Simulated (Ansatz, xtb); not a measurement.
C3H5B3N4: which of two isomers lies lower

Structure I is `C#CB1NBNB(C#N)N1`, a singlet and structure II is `C#CN1BNB(C#N)NB1`, a singlet. Both are isolated molecules in the gas phase, relaxed with r2SCAN-D4/def2-SVP.

Quicker runs give these differences E(II) − E(I): GFN2-xTB −21.1 kJ/mol; HF/STO-3G +86.5 kJ/mol (at GFN2-xTB geometries); r2SCAN-D4/def2-SVP//GFN2-xTB +113.5 kJ/mol.

**Question.** Which of the two would you expect CCSD(T)/def2-SVP + ΔMP2/def2-TZVPP electronic energies to favour?

**Answer.** Structure I; the calculation gives E(II) − E(I) = +116.3 kJ/mol.

The same difference at several levels:

```json
{"level": "GFN2-xTB", "geometry": "GFN2-xTB", "E(II) − E(I) (kJ/mol)": "−21.1", "departure from the last row (kJ/mol)": "−137.3", "job, with rough time for the two": "optimisation, 1.5 s"}
{"level": "HF/STO-3G", "geometry": "GFN2-xTB", "E(II) − E(I) (kJ/mol)": "+86.5", "departure from the last row (kJ/mol)": "−29.7", "job, with rough time for the two": "single point, 2.6 s"}
{"level": "r2SCAN-D4/def2-SVP//GFN2-xTB", "geometry": "GFN2-xTB", "E(II) − E(I) (kJ/mol)": "+113.5", "departure from the last row (kJ/mol)": "−2.8", "job, with rough time for the two": "single point, 12 s"}
{"level": "r2SCAN-D4/def2-SVP", "geometry": "r2SCAN-D4/def2-SVP", "E(II) − E(I) (kJ/mol)": "+111.8", "departure from the last row (kJ/mol)": "−4.5", "job, with rough time for the two": "optimisation, 93 s"}
{"level": "HF/def2-SVP", "geometry": "r2SCAN-D4/def2-SVP", "E(II) − E(I) (kJ/mol)": "+108.7", "departure from the last row (kJ/mol)": "−7.6", "job, with rough time for the two": "part of the CCSD(T) run"}
{"level": "MP2/def2-SVP", "geometry": "r2SCAN-D4/def2-SVP", "E(II) − E(I) (kJ/mol)": "+113.4", "departure from the last row (kJ/mol)": "−2.8", "job, with rough time for the two": "part of the CCSD(T) run"}
{"level": "CCSD(T)/def2-SVP", "geometry": "r2SCAN-D4/def2-SVP", "E(II) − E(I) (kJ/mol)": "+111.1", "departure from the last row (kJ/mol)": "−5.2", "job, with rough time for the two": "single point"}
{"level": "CCSD(T)/def2-SVP + ΔMP2/def2-TZVPP", "geometry": "r2SCAN-D4/def2-SVP", "E(II) − E(I) (kJ/mol)": "+116.3", "departure from the last row (kJ/mol)": "", "job, with rough time for the two": "single point, 8.5 min"}
```

As drawn, II has 1 C–N, 1 B–H in place of 1 C–B, 1 N–H.

GFN2-xTB puts the two in the other order. The largest departure from CCSD(T)/def2-SVP + ΔMP2/def2-TZVPP is that of GFN2-xTB, 137.3 kJ/mol. The last row adds to CCSD(T) the change of the MP2 difference between the two basis sets, here +5.2 kJ/mol.

With thermal terms from frequencies at re-optimised GFN2-xTB minima (ideal gas, soft modes damped towards free rotors, one conformer each, 298.15 K, 1 atm): the zero-point term adds −4.8 kJ/mol; ΔH is +111.4 and ΔG +114.4 kJ/mol.

The correlated steps freeze 10 core orbitals. Codes used: Ansatz 0.2.0, xtb 6.7.1; the last row on 2 threads of Intel(R) Xeon(R) Processor @ 2.50GHz (Skylake/Cascade Lake) on a shared host.
